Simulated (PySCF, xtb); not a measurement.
C3H10BrNOSi, SMILES CN(C)[Si](C)(O)Br. One conformer was computed; it need not be the lowest.

Harmonic wavenumbers (cm⁻¹) from GFN2-xTB run with xtb at its own minimum, in rising order: 36, 101, 125, 136, 152, 179, 187, 198, 216, 257, 270, 308, 380, 426, 670, 738, 782, 826, 846, 906, 1048, 1063, 1091, 1129, 1204, 1320, 1388, 1422, 1434, 1476, 1483, 1487, 1493, 1497, 1509, 2908, 2917, 2956, 2963, 3035, 3038, 3047, 3050, 3055, 3646.

Problem. What does PBE0-D3(BJ)/def2-SVP run with PySCF give at its own minimum? (The exact figures need the calculation; the answer reports its results.)

Solution. 48, 76, 154, 164, 184, 201, 214, 221, 243, 273, 300, 358, 379, 411, 647, 747, 772, 804, 853, 934, 1040, 1092, 1114, 1169, 1266, 1273, 1337, 1422, 1423, 1429, 1453, 1458, 1465, 1478, 1504, 2999, 3004, 3065, 3067, 3077, 3154, 3165, 3173, 3179, 3930. Paired by order, the mean absolute difference is 46 cm⁻¹ and the zero-point energies are 83.5 and 85.4 kcal/mol.
